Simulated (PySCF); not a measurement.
Two species compared at the same levels of theory.

First species: C5H13NSi.
Z-matrix (Å and degrees, GFN2-xTB geometry), rows numbered from 1:
```
C 
C   1  1.4906
C   2  1.3271  1  125.74
Si  3  1.8878  2  128.15  1    -0.04
C   4  1.8981  3  113.76  2   -65.73
N   4  1.7273  3  108.78  2    51.84
C   6  1.4438  4  122.63  3    51.64
H   1  1.0851  2  110.91  3    -6.48
H   1  1.0902  2  110.15  3  -127.53
H   1  1.0910  2  109.81  3   114.34
H   2  1.0867  1  114.35  3  -179.75
H   3  1.0842  2  116.82  1  -179.49
H   4  1.4823  3  105.79  2   175.22
H   5  1.0844  4  110.19  3   -53.80
H   5  1.0848  4  112.32  3    66.19
H   5  1.0852  4  111.23  3  -172.87
H   6  1.0098  4  117.39  3  -163.30
H   7  1.0917  6  110.14  4  -157.82
H   7  1.0877  6  108.42  4   -38.86
H   7  1.0960  6  112.76  4    80.97
```

Second species: C5H9NOSi.
InChI=1S/C5H9NOSi/c1-2-8(7)5-3-4-6-8/h1,6-7H,3-5H2/t8-/m1/s1

Levels: wB97X-D/def2-SVPD for HOMO energy, LUMO energy, HOMO–LUMO gap and static isotropic polarisability; TDDFT wB97X-D/def2-SVPD for lowest singlet excitation; TDA wB97X-D/def2-SVPD for lowest triplet excitation (Tamm–Dancoff). Geometries: GFN2-xTB. All species are isolated and taken at one optimised geometry, non-relativistic unless stated. Electronic properties by PySCF.

The conformers computed, where there is a choice (atom-mapped SMILES and torsion angles):
- `[CH3:1]/[CH:2]=[CH:3]\[Si@@H:4]([CH3:5])[NH:6][CH3:7]`: C2–C3–Si4–C5 -66°, C3–Si4–N6–C7 52°

The conformers of `C#C[Si@@]1(O)CCCN1` aren't listed.

Values for the first species:

```
HOMO energy                              : -8.43 eV
LUMO energy                              : 1.53 eV
HOMO–LUMO gap                            : 9.96 eV
Lowest singlet excitation                : 5.70 eV
Lowest triplet excitation (Tamm–Dancoff) : 4.29 eV
Static isotropic polarisability          : 94.6 au
```

Task: Estimate the same properties for the second species, and the change in each.

Result: 
```json
{"property": "HOMO energy", "first": "-8.43 eV", "second": "-8.81 eV", "second less first": "-0.38 eV"}
{"property": "LUMO energy", "first": "1.53 eV", "second": "1.83 eV", "second less first": "+0.30 eV"}
{"property": "HOMO–LUMO gap", "first": "9.96 eV", "second": "10.64 eV", "second less first": "+0.68 eV"}
{"property": "lowest singlet excitation", "first": "5.70 eV", "second": "6.20 eV", "second less first": "+0.50 eV"}
{"property": "lowest triplet excitation (Tamm–Dancoff)", "first": "4.29 eV", "second": "5.19 eV", "second less first": "+0.90 eV"}
{"property": "static isotropic polarisability", "first": "94.6 au", "second": "88.5 au", "second less first": "-6.1 au"}
```

On the first: S1 lies 4.26 eV below the HOMO–LUMO gap; its leading configuration is HOMO→LUMO, weight 0.90. The vertical singlet–triplet gap S1 − T1 is 1.41 eV (TDDFT singlet less Tamm–Dancoff triplet; S1: HOMO→LUMO, weight 0.90; T1: HOMO−1→LUMO, weight 0.85).

On the second: The 8 singlets span 6.20 to 7.72 eV, and their oscillator strengths add up to 0.17. The polarisability is 13.11 Å³ as a volume (1 au = 0.148185 Å³), or 1.30 au for each of the 68 electrons.
